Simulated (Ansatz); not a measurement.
Species: sum formula SiH2Cl (charge 0, doublet). It need not be the lowest isomer of its formula. 
Coordinates optimised at B3LYP-D3(BJ)/def2-TZVP (Ansatz, a first-principles code):
```
Si
H 1 1.4844
H 1 1.4844 2 111.01
Cl 1 2.0680 2 108.33 3 118.83
```
Charge 0, spin multiplicity 2.

Basis-set convergence of Hartree-Fock and CCSD correlation energies (hartree) with Ansatz. Correlated levels leave the core frozen unless marked. Open shells are spin-unrestricted. Spin-orbit coupling is left out. Non-relativistic.

| basis | functions | E(HF) | E(corr, CCSD) |
|---|---|---|---|
| aug-cc-pV(D+d)Z | 82 | -749.61499 | -0.27050 |
| aug-cc-pV(T+d)Z | 156 | ? | ? |

**Question.** Complete the blanks.

**Answer.** 
- aug-cc-pV(T+d)Z, E(HF): -749.64116
- aug-cc-pV(T+d)Z, E(corr, CCSD): -0.33360
